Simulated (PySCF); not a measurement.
This PySCF input asks for the NMR shieldings of SMILES [Si@H]1(C=C)CBCC1, C₅H₁₁BSi; the geometry comes from GFN2-xTB.

```python
import basis_set_exchange as bse
import numpy as np
from pyscf import gto, dft
from pyscf.prop import nmr

atoms = """
C     3.121482    1.083056   -0.228917
C     1.999245    0.665226   -0.790724
Si    0.462971    0.142149    0.162621
C    -1.085462    1.175038   -0.265966
B    -2.272331    0.144895   -0.325671
C    -1.808373   -1.357139   -0.255257
C    -0.291192   -1.491538   -0.471065
H     3.224946    1.143460    0.841897
H     3.986778    1.383761   -0.800474
H     1.956077    0.625114   -1.873494
H     0.726060    0.111257    1.611621
H    -1.272113    2.022779    0.392171
H    -0.962376    1.616141   -1.258116
H    -3.401928    0.457215   -0.356959
H    -2.038295   -1.673306    0.769832
H    -2.358732   -2.051347   -0.895613
H    -0.091796   -1.599675   -1.538784
H     0.096279   -2.390769    0.006482
"""
names = dict.fromkeys(["C", "Si", "B", "H"], "pcSseg-1")
basis = {el: gto.basis.parse(bse.get_basis(n, elements=[el], fmt="nwchem")) for el, n in names.items()}
mol = gto.M(atom=atoms, basis=basis, charge=0, verbose=0)
mf = dft.RKS(mol, xc="PBE0")
mf.grids.level = 2
mf.grids.alignment = dft.numint.BLKSIZE   # the property module wants whole blocks of grid points
mf.conv_tol = 1e-9
mf.kernel()

calc = nmr.RKS(mf)   # GIAO
C = mf.mo_coeff
Co = C[:, mf.mo_occ > 0]
resp = mf.gen_response(singlet=True, hermi=2)
def vind(x):   # induced exchange potential for any number of trial vectors
    d = np.einsum("pi,xij,qj->xpq", C, 2 * x.reshape(-1, C.shape[1], Co.shape[1]), Co, optimize=True)
    return np.einsum("xpq,pi,qj->xij", resp(d - d.transpose(0, 2, 1)), C, Co, optimize=True).ravel()
mo1, _ = nmr.rhf.solve_mo1(calc, with_cphf=vind)
sigma = calc.kernel(mo1)
for i, s in enumerate(sigma):   # ppm
    print("%2d %-2s %9.2f" % (i, mol.atom_pure_symbol(i), np.trace(s) / 3))
```

**Question.** What does it print?

**Answer.** 
```
 0 C      44.73
 1 C      41.31
 2 Si    346.45
 3 C     168.16
 4 B       5.83
 5 C     152.35
 6 C     173.12
 7 H      25.44
 8 H      25.33
 9 H      25.20
10 H      27.12
11 H      30.46
12 H      31.43
13 H      23.35
14 H      30.73
15 H      29.20
16 H      30.90
17 H      30.39
```

These numbers come from an equivalent density-fitted implementation of the same equations, which agrees with the script to about 0.01 ppm for H and up to a few tenths of a ppm for heavy atoms, so last digits may differ.

Size and cost of the density-fitted run: 181 basis functions, 21 s wall time on 1 thread of an Arm Neoverse V2, shared host; peak memory 0.82 GiB.
